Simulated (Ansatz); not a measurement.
```yaml
crystal:
  periodic: [true, true, true]
  atoms:
    - {symbol: C, position_ang: [-2.125220, -0.519954, 1.035243]}
    - {symbol: O, position_ang: [-1.355258, -0.928093, -0.296435]}
    - {symbol: Ge, position_ang: [0.574405, -1.179160, -0.260820]}
    - {symbol: F, position_ang: [1.072178, -2.498340, 1.033415]}
    - {symbol: F, position_ang: [1.039810, -1.840447, -1.995502]}
    - {symbol: O, position_ang: [1.610426, 0.407387, 0.183438]}
    - {symbol: C, position_ang: [1.562096, 1.678115, -0.773428]}
    - {symbol: H, position_ang: [-2.067926, -1.409374, 1.875639]}
    - {symbol: H, position_ang: [-3.294368, -0.340311, 0.731471]}
    - {symbol: H, position_ang: [-1.682122, 0.515653, 1.519920]}
    - {symbol: H, position_ang: [2.215594, 2.557292, -0.233575]}
    - {symbol: H, position_ang: [0.416512, 2.084332, -0.935729]}
    - {symbol: H, position_ang: [2.056721, 1.433813, -1.867173]}
basis:
  gaussian: {orbitals: def2-mTZVPP, fitting: {mean_field: cc-pVTZ-jkfit}}
hamiltonian: {xc: {name: wB97}}
accuracy: high
output: {forces: true}
```

```sh
$ ansatz run in.yaml --threads 2 --pin off --events-out ev --progress --plain --max-ram 32768MiB --backend cpu
```

**Question.** How does Ansatz answer? (An estimate is asked.)

**Answer.** Ansatz gave: The input was rejected before any iteration.
```
Error: YAML parse error: error: line 2 column 3: crystal: missing field `lattice` (a structure is typed as `lattice` and `atoms`, a molecule's as `atoms` in Å alone, or read from a run's directory, `checkpoint`)
 --> <input>:2:3
1 | crystal:
2 |   periodic: [true, true, true]
3 |   atoms:
4 |     - {symbol: C, position_ang: [-2.125220, -0.519954, 1.035243]}
```
